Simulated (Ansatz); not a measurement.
Geometry optimisation, RKS r2SCANh-D4/def2-SVP in Ansatz.

input.yaml

```yaml
crystal:
  periodic: [false, false, false]
  atoms:
    - { symbol: Al, position_ang: [0.0, 0.0, 0.0] }
    - { symbol: F, position_ang: [0.0, 0.0, 2.04] }
    - { symbol: F, position_ang: [1.4635, 0.0, -0.845] }
    - { symbol: F, position_ang: [-1.4635, 0.0, -0.845] }
    - { symbol: "N", position_ang: [0.0928, -2.1047, 0.7] }
    - { symbol: H, position_ang: [-0.4256, -2.8627, 0.1705] }
    - { symbol: Si, position_ang: [1.0589, -2.5287, 2.183] }
    - { symbol: H, position_ang: [1.2431, -3.9756, 2.2474] }
    - { symbol: H, position_ang: [2.3629, -1.8752, 2.1185] }
    - { symbol: H, position_ang: [0.3468, -2.076, 3.3745] }
    - { symbol: H, position_ang: [0.0544, -1.2334, 1.7877] }
basis:
  gaussian: { orbitals: def2-SVP }
hamiltonian:
  xc: r2scanh
  dispersion: d4
relax:
  f_tol: 0.15
  max_steps: 25
  restrain:
    - { distance: [0, 4], at: 1.92, k: 30.0 }
    - { distance: [10, 1], at: 0.92, k: 30.0 }
    - { distance: [0, 1], at: 2.89, k: 30.0 }
    - { distance: [10, 4], at: 2.26, k: 30.0 }
output:
  orbitals: {}
```

Command:

```bash
$ ansatz run input.yaml --threads 4 --pin off --max-ram 5120MiB --backend cpu --events-out ev --progress --plain --runs-dir out
```

Task: Where does it end, and by what steps?

Result: The run converged. The restraints hold the end off the free minimum; the threshold counts their pulls, which the force column leaves out. Restrained pairs: Al1–N5 (2.22 → 1.87 Å), F2–H11 (1.26 → 0.93 Å), Al1–F2 (2.04 → 2.88 Å), N5–H11 (1.39 → 2.25 Å). After 15 steps the energy has fallen by 2.165 eV (the restraints' own energy left out); H11 moved furthest, 1.26 Å.

```tsv
step	energy less start (eV)	largest force component (eV/Å)	accepted
0	0.0000	4.173	yes
1	-0.1965	4.297	yes
2	-0.5905	4.258	yes
3	-1.1455	2.661	yes
4	-1.7299	2.057	yes
5	-1.8909	1.166	yes
6	-2.0060	1.557	yes
7	-2.0801	1.413	yes
8	-2.1081	1.683	yes
9	-2.1432	1.424	yes
10	-2.1450	1.426	no
11	-2.1533	1.466	yes
12	-2.1610	1.459	yes
13	-2.1525	1.339	no
14	-2.1649	1.478	yes
15	-2.1650	1.383	yes
```

```xyz
11
Properties=species:S:1:pos:R:3
Al 0.196 -0.655 -0.287
F -0.552 0.631 2.176
F 1.682 0.024 -0.493
F -1.061 -0.282 -1.288
N -0.030 -2.024 0.961
H -0.899 -2.550 0.882
Si 1.221 -2.735 1.954
H 1.564 -4.128 1.537
H 2.419 -1.863 1.820
H 0.804 -2.784 3.391
H -0.612 -0.290 2.280
```

Time of the run: 42 s on 4 threads of Arm Neoverse V2 (shared host), peak memory 0.31 GiB.
